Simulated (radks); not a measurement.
Removal energies from the iron ion Fe5+, [Ar] 3d3, by Delta-SCF beside the eigenvalue of the level emptied. All-electron calculation, scalar-relativistic Kohn-Sham, LDA (Slater exchange, Perdew-Wang correlation), spin-polarised, spherical densities, finite nucleus; Fermi nuclear charge, rms radius of each element as measured or else 0.836 A^(1/3) + 0.57 fm. Program: a radial shooting solver on a logarithmic mesh with Libxc functionals. Open shells are filled with parallel spins first.

removed from       final configuration  Delta-SCF (eV)  -eigenvalue (eV)
3d                            [Ar] 3d2          99.732            87.793
3p                    [Ne] 3s2 3p5 3d3          150.42            138.56
3s                    [Ne] 3s1 3p6 3d3          185.05            172.94
2p            [He] 2s2 2p5 3s2 3p6 3d3          818.99            785.23
